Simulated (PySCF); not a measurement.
**Electronic structure of V⁺ (vanadium, charge +1) at the r2SCANh level**

Configuration: [Ar] 3d3 4s1, high-spin 5F determinant (an excited configuration). All numbers are calculated (PySCF 2.14, scalar relativity by spin-free X2C-1e, in aug-cc-pVTZ-DK (8s7p5d3f2g, 93 functions)).

```json
{
 "Total energy": "-948.892 hartree",
 "One-electron energy": "-1294.991 hartree",
 "Hartree (Coulomb) energy": "391.534 hartree",
 "Exchange-correlation energy": "-45.435 hartree",
 "⟨S²⟩": "6.0011",
 "⟨L²⟩": "12.015",
 "Sum of ⟨r⟩": "17.45 bohr",
 "Sum of ⟨r²⟩": "27.47 bohr²",
 "Langevin diamagnetic susceptibility": "-21.8 ×10⁻⁶ cm³/mol"
}
```

| shell | electrons | mean orbital energy (hartree) | rms radius, mean of both spins (bohr) |
| --- | --- | --- | --- |
| 1s α | 1 | -198.56026 | 0.0768 |
| 1s β | 1 | -198.55865 | 0.0768 |
| 2s α | 1 | -22.87802 | 0.334 |
| 2s β | 1 | -22.82862 | 0.334 |
| 2p α | 3 | -19.09302 | 0.304 |
| 2p β | 3 | -19.05318 | 0.304 |
| 3s α | 1 | -3.04119 | 1.02 |
| 3s β | 1 | -2.91264 | 1.02 |
| 3p α | 3 | -2.02471 | 1.11 |
| 3p β | 3 | -1.88759 | 1.11 |
| 3d α | 3 | -0.55511 | 1.54 |
| 4s α | 1 | -0.43941 | 3.18 |

Densities and radii are taken from the X2C orbitals without a picture-change correction, which distorts them close to the nucleus.
